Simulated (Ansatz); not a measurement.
Consider the hydrogenolysis of a Zn–S bond: `[SiH3][O][Zn][SH]` + H₂ → `[SiH3][O][ZnH]` + H₂S.

Program: Ansatz. Geometries: PBE0-D4/def2-TZVP. ΔE: electronic, gas phase. CBS: MP2 limit from def2 TZ/QZ plus the TZ coupled-cluster correction, frozen cores. This one scheme is used for every species. DFT in def2-TZVPP. HSE06 is defined as in plane-wave codes. For Zn outer-core shells are correlated without core-valence functions, which leaves a few kJ/mol of doubt a bond. Scalar relativity is left out up to krypton. Each species was taken in one conformer, which may not be the lowest.

```tsv
level	ΔE (kJ/mol)	difference from CCSD(T)/CBS
LDA (SPW92)	54.3	-15.0
BLYP-D4	57.5	-11.8
r2SCAN-D4	63.7	-5.6
HSE06-D4	61.9	-7.4
BHLYP-D4	59.5	-9.8
ωB97M-V	58.2	-11.1
r2SCAN	63.0	-6.3
HSE06	59.5	-9.8
RPA@PBE/def2-TZVPP	50.9	-18.4
CCSD(T)/def2-SVP	48.5	-20.8
MP2/def2-TZVPP	66.8	-2.5
SCS-MP2/def2-TZVPP	60.7	-8.6
CCSD/def2-TZVPP	55.3	-14.0
MP2/def2-QZVPP	73.7	4.4
MP2/CBS(def2)	77.5	8.2
CCSD/CBS(def2)	66.1	-3.2
CCSD(T)/CBS	69.3	0
```

Largest T1 diagnostic among the species: 0.016.

In def2-TZVPP, CCSD(T) changes the Hartree–Fock value by +4.8 kJ/mol (the triples alone add +3.2 kJ/mol) and MP2 by +13.1 kJ/mol. The D4 term adds +4.4 kJ/mol with B3LYP and +2.5 kJ/mol with PBE0; it sums over pairs of atoms, weighted by their polarisabilities, and B3LYP, whose exchange is more repulsive, gets the larger term. Leaving LDA and LC-ωPBE aside and taking each functional with its dispersion term where it has one, the values, not all of them listed here, spread over 12.8 kJ/mol, from B97M-V to r2SCAN0-D4. LDA lies −3.7 kJ/mol from PBE without D4.

CCSD(T)/CBS has its own doubt, a few kJ/mol and more with outer-core shells, so smaller differences from it don't rank the levels.

B3LYP here is the variant with VWN-RPA as its local correlation; programs differ in this.
